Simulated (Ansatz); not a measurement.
The same path of Cl$_{2}$GaH$_{4}$N (8 atoms, charge 0, multiplicity 1) was run twice with different band settings. Lost on the way: Ga1–H2, N5–H8. Made: H2–H8.

All numbers below come from Ansatz, RKS r2SCAN/def2-SVP.

Relaxed end points:

```xyz
8
Properties=species:S:1:pos:R:3
Ga 0.005 0.000 0.257
H -0.170 0.939 1.479
Cl 1.944 -0.074 -0.759
Cl -1.680 -0.292 -1.108
N 0.057 -1.976 0.964
H -0.696 -2.488 0.497
H 0.949 -2.381 0.667
H -0.039 -2.107 1.973
```

```xyz
8
Properties=species:S:1:pos:R:3
Ga 0.107 -0.794 -0.292
H -0.207 0.587 2.081
Cl 1.915 0.309 -0.576
Cl -1.733 0.080 -0.936
N 0.137 -2.429 0.449
H -0.669 -3.044 0.405
H 1.005 -2.939 0.569
H -0.185 -0.148 2.272
```

Common settings: movable images 9; climbing image yes; optimiser quadratic models (default); start path through a guess of the saddle point; force threshold 0.03 eV/Å; iteration limit 60; end points relaxed.

| run | spring |
| --- | --- |
| 1 | 5.0 eV/Å² |
| 2 | 20.0 eV/Å² |

(1) What does each run give, and how far can it be trusted?

Answers

(1) Run 1: converged after 14 iterations, highest image 1.978 eV above the first end. A vibrational analysis at the climbing image gives one clearly imaginary mode, 1146i cm⁻¹: a first-order saddle point.
Run 2: converged after 11 iterations, highest image 1.978 eV above the first end. Another band between the same ends (9 images) ends at a top of the same energy, where a vibrational analysis finds 1 clearly imaginary mode.
The orbitals stay closed-shell, which can raise the energy where a bond breaks towards radicals; this wasn't checked here.
